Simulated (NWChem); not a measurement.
# Si3H7 cation

```xyz
10

Si     0.3065     2.1595     0.0041
Si    -0.6586    -0.0005    -0.0060
Si     0.3030    -2.1614    -0.0183
H     -0.1925     2.7240    -1.2834
H      1.7807     2.0022     0.0689
H     -0.3048     2.8112     1.1960
H     -2.1537     0.0033     0.0250
H     -0.4409    -2.8996    -1.0752
H     -0.0335    -2.6264     1.3601
H      1.7592    -2.0111    -0.2620
```
Atoms are numbered in this order, from 1.

Results from NWChem. The geometry was optimised at PBE0/def2-SVP. GIAO values for the isolated, static molecule; σ is the absolute isotropic shielding, δ = σ(reference) − σ with the isolated reference molecule computed at the same levels (1H: tetramethylsilane, 29Si: tetramethylsilane).

### Question
Estimate the computed values for LDA (Slater exchange, VWN5)/pcSseg-1. Quantities: δ Si1 (ppm); δ Si2 (ppm); δ Si3 (ppm); δ H4 (rotor mean) (ppm); δ H7 (ppm); δ H8 (rotor mean) (ppm).

### Answer
The δ Si1 (ppm) comes out as -52.5. The δ Si2 (ppm) comes out as 831.1, the δ Si3 (ppm) is -52.1 and the δ H4 (rotor mean) (ppm) comes out as 5.26. The δ H7 (ppm) is 13.37 and the δ H8 (rotor mean) (ppm) is 5.26.
